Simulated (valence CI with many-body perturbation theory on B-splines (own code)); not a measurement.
Results of a calculation; reference values are marked as such.
Ir XXXVII: magnetic and hyperfine properties of the levels

Method: configuration interaction combined with many-body perturbation theory (CI+MBPT): five valence electrons over a frozen Dirac-Fock core [Kr], a basis of 7 s, 7 p, 8 d, 6 f, 4 g, 1 h functions for each j, with the one-electron correlation potential Σ1, the two-electron term Σ2, the three-electron term Σ3, Breit, model QED; selected CI, second order for the rest (own B-spline code, finite nucleus).

The last digits are not significant, and no measured levels were compared; by estimate large intervals hold to a few tenths of a per cent, small ones and those within an open d or f shell to about a per cent. Only levels of the ground parity were solved; by the run's estimate the other parity begins above the list, which can be wrong where configurations are misplaced.

A/g_I is the dipole constant over the nuclear g factor μ/I (μ in nuclear magnetons, uniformly magnetised nucleus), B/Q the quadrupole constant per barn. Both hold the static response of the core; the bare values leave it out. Large factors of s and p1/2 electrons are usually good to 5 to 10 %; those of open d and f shells near neutrality can be off by tens of per cent, and small factors of p3/2, d and f electrons come from cancelling terms and can be off by a factor of two or in sign, in half-filled shells by more. B is blank for J = 1/2, where it vanishes, and for nearly pure S terms. Energies count from the lowest level.

Levels are named by their leading jj configuration (3d3/2^4 stands for four electrons in 3d with j = 3/2), which in mixed levels can hold well under half, so a name can repeat and another be missing. Letters in brackets count levels of one name in rising energy.

| Level | E (cm⁻¹) | g | A/g_I (MHz) | A/g_I bare | B/Q (MHz/b) | B/Q bare |
| --- | --- | --- | --- | --- | --- | --- |
| (4d3/2^4 4d5/2) J=5/2 | 0 | 1.331 | 9390 | 10100 | 19300 | 18500 |
| (4d3/2^3 4d5/2^2) J=5/2 [a] | 134180 | 1.341 | 5670 | 6400 | 8220 | 7870 |
| (4d3/2^3 4d5/2^2) J=7/2 [a] | 173590 | 1.165 | 12300 | 12500 | 24100 | 23200 |
| (4d3/2^3 4d5/2^2) J=3/2 [a] | 178060 | 1.179 | 15400 | 15700 | 18800 | 18100 |
| (4d3/2^3 4d5/2^2) J=11/2 | 181860 | 1.112 | 16000 | 16100 | -1080 | -1160 |
| (4d3/2^3 4d5/2^2) J=9/2 | 195440 | 1.141 | 14200 | 14400 | 22800 | 22000 |
| (4d3/2^3 4d5/2^2) J=5/2 [b] | 204940 | 1.136 | 14900 | 15000 | -425 | -380 |
| (4d3/2^3 4d5/2^2) J=1/2 | 213380 | 1.799 | -9400 | -7340 |  |  |
| (4d3/2^3 4d5/2^2) J=7/2 [b] | 220350 | 1.080 | 17600 | 17600 | -25600 | -24700 |
| (4d3/2^3 4d5/2^2) J=3/2 [b] | 269810 | 0.790 | 28600 | 27700 | -23300 | -22400 |
| (4d3/2^2 4d5/2^3) J=5/2 [a] | 306190 | 1.292 | 4910 | 5490 | 1420 | 1370 |
| (4d3/2^2 4d5/2^3) J=7/2 [a] | 332450 | 1.216 | 10400 | 10800 | -1530 | -1480 |
| (4d3/2^2 4d5/2^3) J=11/2 | 337910 | 1.090 | 15800 | 15800 | 515 | 512 |
| (4d3/2^2 4d5/2^3) J=9/2 [a] | 342920 | 1.146 | 13500 | 13700 | -2860 | -2760 |
| (4d3/2^2 4d5/2^3) J=1/2 [a] | 352590 | 0.500 | 44300 | 42600 |  |  |
| (4d3/2^2 4d5/2^3) J=13/2 | 357340 | 1.073 | 17000 | 16900 | -6.34 | 7.64 |
| (4d3/2^2 4d5/2^3) J=3/2 [a] | 360040 | 1.179 | 13100 | 13400 | 672 | 630 |
| (4d3/2^2 4d5/2^3) J=5/2 [b] | 363500 | 1.019 | 19000 | 18800 | -3100 | -2970 |
| (4d3/2^2 4d5/2^3) J=9/2 [b] | 383690 | 1.108 | 15300 | 15400 | 846 | 818 |
| (4d3/2^2 4d5/2^3) J=7/2 [b] | 389680 | 0.987 | 20900 | 20600 | -1160 | -1120 |
| (4d3/2^2 4d5/2^3) J=5/2 [c] | 394010 | 1.050 | 17700 | 17500 | 2970 | 2840 |
| (4d3/2^2 4d5/2^3) J=3/2 [b] | 397490 | 0.852 | 26200 | 25500 | 1960 | 1920 |
| (4d3/2^2 4d5/2^3) J=1/2 [b] | 414560 | 1.782 | -11500 | -9530 |  |  |
| (4d3/2^2 4d5/2^3) J=7/2 [c] | 417110 | 1.040 | 18800 | 18700 | 1380 | 1320 |
| (4d3/2^2 4d5/2^3) J=9/2 [c] | 443410 | 1.105 | 15500 | 15500 | 9250 | 8960 |
| (4d3/2^2 4d5/2^3) J=3/2 [c] | 488570 | 1.188 | 12300 | 12600 | -7300 | -7070 |
| (4d3/2^2 4d5/2^3) J=5/2 [d] | 496080 | 1.247 | 11100 | 11500 | 1770 | 1730 |
| (4d3/2 4d5/2^4) J=5/2 [a] | 510600 | 1.165 | 8250 | 8480 | -4700 | -4480 |
| (4d3/2 4d5/2^4) J=7/2 [a] | 536070 | 1.190 | 11700 | 12000 | -27900 | -26900 |
| (4d3/2 4d5/2^4) J=11/2 | 545210 | 1.072 | 16500 | 16500 | 666 | 779 |
| (4d3/2 4d5/2^4) J=3/2 [a] | 545490 | 0.977 | 17900 | 17600 | -20000 | -19300 |
| (4d3/2 4d5/2^4) J=9/2 | 565640 | 1.116 | 14600 | 14600 | -30000 | -29000 |
| (4d3/2 4d5/2^4) J=5/2 [b] | 579370 | 1.112 | 14800 | 14900 | 4250 | 4100 |
| (4d3/2 4d5/2^4) J=7/2 [b] | 589280 | 1.007 | 18900 | 18600 | 30800 | 29700 |
| (4d3/2 4d5/2^4) J=1/2 | 613190 | 1.238 | -3770 | -3320 |  |  |
| (4d3/2 4d5/2^4) J=3/2 [b] | 664150 | 0.869 | 27700 | 27100 | 29200 | 28100 |
| (4d5/2^5) J=5/2 | 738170 | 1.153 | 11600 | 11800 | -29700 | -28600 |

Q: Take the isotope of mass number 193, with I = 3/2, μ = 0.163 μN and Q = 0.751 b. What is the hyperfine structure of (4d3/2^3 4d5/2^2) J=1/2?

A: From the table A = -1020 MHz. Shifts from the centre of gravity in MHz: F = 1: 1280, F = 2: -765.
